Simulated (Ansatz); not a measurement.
A short molecular-dynamics run on VSF₃.

```yaml
crystal:
  periodic: [false, false, false]
  atoms:
    - {symbol: V, position_ang: [-0.000320, 0.000570, -0.067043]}
    - {symbol: S, position_ang: [0.009658, -0.016575, 1.937420]}
    - {symbol: F, position_ang: [1.607053, 0.009326, -0.631494]}
    - {symbol: F, position_ang: [-0.811577, 1.397744, -0.607502]}
    - {symbol: F, position_ang: [-0.804814, -1.391065, -0.631371]}
basis:
  gaussian: {orbitals: "6-31G*"}
hamiltonian: {xc: {name: revPBE}}
md: {timestep: 1 fs, n_steps: 15, ensemble: nve, temperature: 1500, initial_velocities: maxwell_boltzmann, seed: 125}
scf: {omitted_lower_state_checks: [starts]}
```

```sh
$ ansatz run in.yaml --threads 4 --pin off --events-out ev --progress --plain --max-ram 3916MiB
```

```json
{"step": "0", "time (fs)": "0.0", "potential energy (eV)": "-44669.7922", "kinetic (eV)": "0.5817", "T (K)": "1500", "conserved (eV)": "-44669.2106"}
{"step": "1", "time (fs)": "1.0", "potential energy (eV)": "-44669.7793", "kinetic (eV)": "0.5689", "T (K)": "1467", "conserved (eV)": "-44669.2105"}
{"step": "2", "time (fs)": "2.0", "potential energy (eV)": "-44669.7540", "kinetic (eV)": "0.5437", "T (K)": "1402", "conserved (eV)": "-44669.2103"}
{"step": "3", "time (fs)": "3.0", "potential energy (eV)": "-44669.7187", "kinetic (eV)": "0.5086", "T (K)": "1312", "conserved (eV)": "-44669.2101"}
{"step": "4", "time (fs)": "4.0", "potential energy (eV)": "-44669.6770", "kinetic (eV)": "0.4672", "T (K)": "1205", "conserved (eV)": "-44669.2098"}
{"step": "5", "time (fs)": "5.0", "potential energy (eV)": "-44669.6328", "kinetic (eV)": "0.4233", "T (K)": "1091", "conserved (eV)": "-44669.2096"}
{"step": "6", "time (fs)": "6.0", "potential energy (eV)": "-44669.5904", "kinetic (eV)": "0.3811", "T (K)": "983", "conserved (eV)": "-44669.2093"}
{"step": "7", "time (fs)": "7.0", "potential energy (eV)": "-44669.5535", "kinetic (eV)": "0.3444", "T (K)": "888", "conserved (eV)": "-44669.2091"}
{"step": "8", "time (fs)": "8.0", "potential energy (eV)": "-44669.5252", "kinetic (eV)": "0.3162", "T (K)": "815", "conserved (eV)": "-44669.2090"}
{"step": "9", "time (fs)": "9.0", "potential energy (eV)": "-44669.5073", "kinetic (eV)": "0.2983", "T (K)": "769", "conserved (eV)": "-44669.2090"}
{"step": "10", "time (fs)": "10.0", "potential energy (eV)": "-44669.5001", "kinetic (eV)": "0.2911", "T (K)": "751", "conserved (eV)": "-44669.2090"}
{"step": "11", "time (fs)": "11.0", "potential energy (eV)": "-44669.5029", "kinetic (eV)": "0.2938", "T (K)": "758", "conserved (eV)": "-44669.2092"}
{"step": "12", "time (fs)": "12.0", "potential energy (eV)": "-44669.5136", "kinetic (eV)": "0.3043", "T (K)": "785", "conserved (eV)": "-44669.2093"}
{"step": "13", "time (fs)": "13.0", "potential energy (eV)": "-44669.5293", "kinetic (eV)": "0.3198", "T (K)": "825", "conserved (eV)": "-44669.2095"}
{"step": "14", "time (fs)": "14.0", "potential energy (eV)": "-44669.5470", "kinetic (eV)": "0.3373", "T (K)": "870", "conserved (eV)": "-44669.2097"}
{"step": "15", "time (fs)": "15.0", "potential energy (eV)": "-44669.5635", "kinetic (eV)": "0.3536", "T (K)": "912", "conserved (eV)": "-44669.2099"}
```

Velocities are drawn at the set temperature; a run this short doesn't reach equilibrium.

The 6-31G sets use Cartesian d functions. The restricted singlet is unstable towards broken spin symmetry at other levels; at RKS revPBE/6-31G* this wasn't settled.

Frames (Å, forces in eV/Å):

```xyz
5
time=0.0 fs
V     0.000    0.001   -0.067    0.000    0.001   -0.100
S     0.010   -0.017    1.937    0.004   -0.007    0.838
F     1.607    0.009   -0.631    0.662    0.004   -0.249
F    -0.812    1.398   -0.608   -0.334    0.575   -0.240
F    -0.805   -1.391   -0.631   -0.331   -0.573   -0.250
5
time=1.0 fs
V     0.001    0.003   -0.073    0.118    0.099    0.620
S     0.008   -0.017    1.946    0.008   -0.001    0.462
F     1.604    0.001   -0.632    0.846    0.025   -0.333
F    -0.817    1.391   -0.606   -0.440    0.792   -0.345
F    -0.798   -1.380   -0.630   -0.532   -0.915   -0.404
5
time=2.0 fs
V     0.002    0.005   -0.080    0.247    0.212    1.305
S     0.007   -0.018    1.955    0.014    0.006    0.107
F     1.602   -0.008   -0.633    1.018    0.045   -0.410
F    -0.822    1.384   -0.604   -0.543    0.999   -0.444
F    -0.791   -1.370   -0.628   -0.735   -1.262   -0.557
5
time=3.0 fs
V     0.003    0.008   -0.086    0.381    0.334    1.939
S     0.005   -0.019    1.963    0.020    0.014   -0.221
F     1.600   -0.016   -0.635    1.171    0.062   -0.480
F    -0.828    1.378   -0.602   -0.639    1.190   -0.535
F    -0.785   -1.360   -0.627   -0.933   -1.601   -0.703
5
time=4.0 fs
V     0.005    0.010   -0.092    0.512    0.458    2.510
S     0.004   -0.020    1.972    0.027    0.023   -0.521
F     1.599   -0.025   -0.636    1.302    0.079   -0.538
F    -0.834    1.372   -0.601   -0.723    1.356   -0.614
F    -0.779   -1.351   -0.626   -1.118   -1.917   -0.837
5
time=5.0 fs
V     0.006    0.013   -0.097    0.633    0.575    3.007
S     0.003   -0.021    1.981    0.035    0.033   -0.793
F     1.599   -0.033   -0.638    1.404    0.094   -0.584
F    -0.840    1.367   -0.600   -0.791    1.493   -0.678
F    -0.774   -1.343   -0.625   -1.280   -2.195   -0.951
5
time=6.0 fs
V     0.008    0.015   -0.102    0.734    0.674    3.421
S     0.001   -0.021    1.989    0.044    0.043   -1.037
F     1.599   -0.042   -0.640    1.473    0.109   -0.616
F    -0.847    1.363   -0.600   -0.839    1.593   -0.726
F    -0.769   -1.337   -0.625   -1.412   -2.419   -1.042
5
time=7.0 fs
V     0.009    0.018   -0.106    0.807    0.746    3.744
S     0.000   -0.022    1.997    0.054    0.054   -1.253
F     1.600   -0.050   -0.642    1.505    0.124   -0.633
F    -0.854    1.360   -0.599   -0.863    1.653   -0.756
F    -0.766   -1.331   -0.625   -1.504   -2.577   -1.103
5
time=8.0 fs
V     0.011    0.021   -0.109    0.846    0.781    3.975
S    -0.001   -0.023    2.004    0.064    0.065   -1.443
F     1.602   -0.059   -0.645    1.500    0.141   -0.633
F    -0.861    1.357   -0.600   -0.859    1.670   -0.766
F    -0.762   -1.327   -0.626   -1.552   -2.656   -1.132
5
time=9.0 fs
V     0.013    0.024   -0.111    0.846    0.775    4.111
S    -0.003   -0.024    2.011    0.075    0.076   -1.609
F     1.604   -0.067   -0.648    1.456    0.159   -0.618
F    -0.869    1.356   -0.600   -0.827    1.643   -0.757
F    -0.760   -1.324   -0.628   -1.551   -2.653   -1.127
5
time=10.0 fs
V     0.016    0.027   -0.113    0.806    0.724    4.157
S    -0.004   -0.024    2.018    0.087    0.088   -1.753
F     1.607   -0.075   -0.652    1.376    0.179   -0.586
F    -0.878    1.355   -0.601   -0.767    1.573   -0.730
F    -0.759   -1.322   -0.630   -1.502   -2.566   -1.088
5
time=11.0 fs
V     0.018    0.031   -0.114    0.728    0.632    4.118
S    -0.005   -0.025    2.024    0.099    0.101   -1.876
F     1.611   -0.083   -0.655    1.261    0.202   -0.540
F    -0.887    1.355   -0.603   -0.679    1.465   -0.685
F    -0.758   -1.322   -0.633   -1.408   -2.400   -1.017
5
time=12.0 fs
V     0.020    0.034   -0.114    0.616    0.502    4.001
S    -0.006   -0.026    2.030    0.111    0.113   -1.978
F     1.616   -0.091   -0.659    1.115    0.228   -0.480
F    -0.896    1.356   -0.604   -0.567    1.323   -0.625
F    -0.758   -1.323   -0.636   -1.275   -2.166   -0.918
5
time=13.0 fs
V     0.023    0.038   -0.114    0.476    0.343    3.818
S    -0.008   -0.026    2.035    0.124    0.125   -2.063
F     1.621   -0.099   -0.663    0.944    0.257   -0.408
F    -0.905    1.357   -0.606   -0.434    1.153   -0.551
F    -0.758   -1.325   -0.640   -1.110   -1.878   -0.796
5
time=14.0 fs
V     0.026    0.041   -0.113    0.318    0.162    3.579
S    -0.009   -0.027    2.039    0.136    0.136   -2.129
F     1.627   -0.107   -0.668    0.752    0.289   -0.326
F    -0.915    1.359   -0.608   -0.283    0.962   -0.466
F    -0.760   -1.328   -0.644   -0.922   -1.550   -0.657
5
time=15.0 fs
V     0.028    0.045   -0.111    0.148   -0.029    3.295
S    -0.010   -0.028    2.043    0.148    0.147   -2.179
F     1.633   -0.114   -0.672    0.546    0.323   -0.236
F    -0.925    1.361   -0.611   -0.121    0.758   -0.373
F    -0.761   -1.332   -0.648   -0.721   -1.199   -0.506
```

Hardware: 4 threads of Arm Neoverse V1 on a shared host. Wall time 20 s.
